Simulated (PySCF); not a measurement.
# Two-component Hartree-Fock for Ir⁺ (iridium, charge +1)

Start: [Xe] 4f14 5d8; 5d3/2 filled at m_j = -1/2, +1/2, +3/2; 5d5/2 filled at m_j = -3/2, -1/2, +1/2, +3/2, +5/2. Calculated with PySCF 2.14 in x2c-SVPall-2c with one added diffuse shell each of s, d type (8s9p10d2f, 99 functions): generalised Hartree-Fock with the X2C-1e Hamiltonian and a Gaussian nucleus; one run each with spin-orbit coupling (SO) switched off, then screened by Boettger's factors. This is a chosen level, not necessarily the ground level.

| spinor shell | electrons | ε, spin-free (eV) | ε, screened SO (eV) | weight of nominal j (screened SO) | rms radius, screened SO (bohr) |
| --- | --- | --- | --- | --- | --- |
| 1s1/2 | 2 | -76535.0 | -76508.3 | 1.000 | 0.0197 |
| 2s1/2 | 2 | -13541.0 | -13532.5 | 1.000 | 0.0796 |
| 2p1/2 | 2 | -11773.5 | -12941.7 | 1.000 | 0.0675 |
| 2p3/2 | 4 | -11773.5 | -11308.1 | 1.000 | 0.0752 |
| 3s1/2 | 2 | -3237.3 | -3234.3 | 1.000 | 0.203 |
| 3p1/2 | 2 | -2711.9 | -2970.3 | 1.000 | 0.195 |
| 3p3/2 | 4 | -2711.9 | -2606.7 | 1.000 | 0.210 |
| 3d3/2 | 4 | -2125.1 | -2169.4 | 1.000 | 0.186 |
| 3d5/2 | 6 | -2125.1 | -2092.4 | 1.000 | 0.189 |
| 4s1/2 | 2 | -729.72 | -728.66 | 1.000 | 0.450 |
| 4p1/2 | 2 | -554.39 | -615.93 | 1.000 | 0.456 |
| 4p3/2 | 4 | -554.39 | -528.91 | 1.000 | 0.489 |
| 4d3/2 | 4 | -334.39 | -343.50 | 1.000 | 0.508 |
| 4d5/2 | 6 | -334.39 | -327.06 | 1.000 | 0.519 |
| 5s1/2 | 2 | -120.71 | -120.39 | 1.000 | 1.06 |
| 4f5/2 | 6 | -87.635 | -88.877 | 0.998 | 0.587 |
| 4f7/2 | 8 | -87.635 | -85.669 | 0.999 | 0.588 |
| 5p1/2 | 2 | -72.931 | -83.130 | 0.994 | 1.19 |
| 5p3/2 | 4 | -72.931 | -68.319 | 0.997 | 1.24 |
| 5d5/2 | 5 | -18.650 | -18.264 | 0.728 | 1.88 |
| 5d3/2 | 3 | -18.650 | -19.154 | 0.843 | 1.83 |

```
   quantity     spin-free   screened SO
E (hartree)  -17813.07651  -17837.60598
        M_J             4             4
       ⟨J²⟩        20.521        20.154
       ⟨L²⟩        12.353        12.598
       ⟨S²⟩         2.168         2.177
```

Each row is a mean over spinors that exchange with the open shell spreads, by up to 6.020 eV (5p3/2).

Rows whose weight is well below 1 are mixtures of j = l ± 1/2: exchange outweighs spin-orbit coupling there, and the label is only the starting occupation.

⟨J²⟩ departs a little from M_J(M_J + 1) because the unrestricted spinors polarise the closed shells.

Breit and QED terms are absent; they matter most for the inner s and p1/2 levels.

Densities and radii are taken from the X2C orbitals without a picture-change correction, which distorts them close to the nucleus.

Without spin-orbit coupling the j labels of p, d and f shells carry no meaning; the spin-free column gives the mean over the occupied spinors of each nl shell, and its ⟨J²⟩ belongs to a mixture of degenerate components.
